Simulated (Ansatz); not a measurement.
Process, species as SMILES: N=[B] (B-NH) → B atom + H atom + N atom
B3LYP-D3(BJ)/def2-TZVP geometries, fixed; electronic energies without zero-point terms.
Largest species:
```xyz
3

B      0.0000     0.0000    -0.8356
N      0.0000     0.0000     0.3981
H      0.0000     0.0000     1.3912
```
Charge 0, spin multiplicity 2.

Effect of the final integration grid (spheres per factor e of radius in core and valence, angular degree) at PBE/def2-TZVPP with Ansatz (a quantum-chemistry and plane-wave program), against the last row, where the atomisation energy is 251.17 kcal/mol. Open shells are unrestricted. The default's grid is 13, 11, 36.

```csv
setting,largest shift of a total energy (mEh),shift of the atomisation energy (kcal/mol)
accuracy: medium (default),0.000,0.000
"final_grid: 4, 3, 11",0.487,-0.527
"final_grid: 6, 5, 17",-0.009,-0.012
"final_grid: 8, 7, 23",0.001,-0.001
"final_grid: 10, 9, 29",-0.002,0.001
"final_grid: 18, 15, 47",0.000,0.000
"final_grid: 26, 22, 59",0.000,0.000
```

Within 0.1 kcal/mol in the atomisation energy: accuracy: medium (default); final_grid: 6, 5, 17; final_grid: 8, 7, 23; final_grid: 10, 9, 29; final_grid: 18, 15, 47. The largest shift is 0.487 mEh in a total energy and 0.527 kcal/mol in the difference.
